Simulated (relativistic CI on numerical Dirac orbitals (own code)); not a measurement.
## S⁶⁺: what numerical and physical settings do to a radial Dirac CI calculation

Reference input:

```
atom S  Z=16  charge=6  electrons=10
nucleus A=32  rms_radius_fm=3.2611
hamiltonian dirac-coulomb  breit=on  qed=on  c_scale=1
orbitals kli  potential=per-configuration
slater_scale 1
correlation none
mixing on
grid step=0.0125 r_max=14.7
scf mixing=0.4 start=green max_iterations=150 tolerance=2e-08 node_fill=0.05
configurations
  [He] 2s2 2p6
  [He] 2s2 2p5 3s
  [He] 2s2 2p5 3p
  [He] 2s2 2p5 3d
  [He] 2s 2p6 3s
end
```

Computed lowest total energy -388.52364 Ha, first excitation 1363833.4 cm⁻¹, 48 SCF steps. Runs with settings changed; * marks those that are bad on purpose (the QED terms keep the true α when c is scaled):

```csv
Changed,Outcome,Lowest level,ΔE (Ha),First excitation (cm⁻¹),SCF steps,Message
"start potential previous, SCF tolerance 1e-05",converged,2s²2p⁶ ¹S0,1.38e-08,1363833.3,32,
"nuclear radius 4.2394 fm, node fill of the KLI weights 0.2",converged,2s²2p⁶ ¹S0,0.000322,1363882.6,49,
"SCF tolerance 1e-06, iteration limit 30",converged,2s²2p⁶ ¹S0,-8.48e-09,1363833.4,40,
nuclear radius 32.611 fm *,converged,2s²2p⁶ ¹S0,0.035,1363911.1,49,
speed of light × 0.4 *,converged,2s²2p⁶ ¹S0,-5.57,1335200.2,48,
```
